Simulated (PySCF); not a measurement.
Mapped SMILES: `[BH2:1][N:2]1[CH2:3][C@@H:4]1[CH3:5]`. Each H is labelled by its parent atom. Ha(C3) is cis to C5 on the ring; Hb(C3) is trans to C5 on the ring.

Geometry: PBE0-D3(BJ)/def2-SVP; GIAO shifts from PySCF 2.14.0 with density-fitted response routines, gas phase, non-relativistic, averaged over equivalent atoms.

At PBE0/pcSseg-0 (61 basis functions, 3.5 s wall time on 1 thread of an Arm Neoverse V2, shared host):
| atoms | δ (ppm) |
| --- | --- |
| B1 | 34.0 |
| N2 | 130.4 |
| C3 | 31.5 |
| C4 | 29.5 |
| C5 | 22.6 |
| H(B1) | 6.12 |
| Hb(C3) | 2.54 |
| H(C4) | 2.28 |
| Ha(C3) | 2.08 |
| H(C5) | 1.43 |

δ = σ(ref) − σ, references computed at the same level: 11B (σref 104.89) against BF3·OEt2; 15N (σref 266.02) against NH3; 13C (σref 193.52), 1H (σref 32.83) vs TMS.

Question: Estimate the result of repeating the calculation with PBE0/6-311+G(2d,p).

Answer: 
```
 atoms  δ at PBE0/6-311+G(2d,p)  change
    B1                     33.0    -1.0
    N2                    132.5    +2.1
    C3                     27.8    -3.7
    C4                     29.7    +0.2
    C5                     20.0    -2.6
 H(B1)                     5.25   -0.87
Hb(C3)                     2.14   -0.40
 H(C4)                     2.36   +0.08
Ha(C3)                     1.66   -0.42
 H(C5)                     1.18   -0.25
```

Shifts are taken against calculated references (same method and geometry level): 11B (σref 102.42) vs BF3·OEt2; 15N (σref 261.88) against NH3; 13C (σref 186.44) and 1H (σref 31.51) against TMS.

The largest change is at C3 (aziridine ring carbon). Cost: 183 basis functions, 14 s wall time on 1 thread of an Arm Neoverse V2, shared host. The order of the carbon signals changes between the two levels.

Experimental scales use liquid or dissolved standards, which lie at an offset from isolated NH3 (liquid NH3: subtract about 20 ppm).
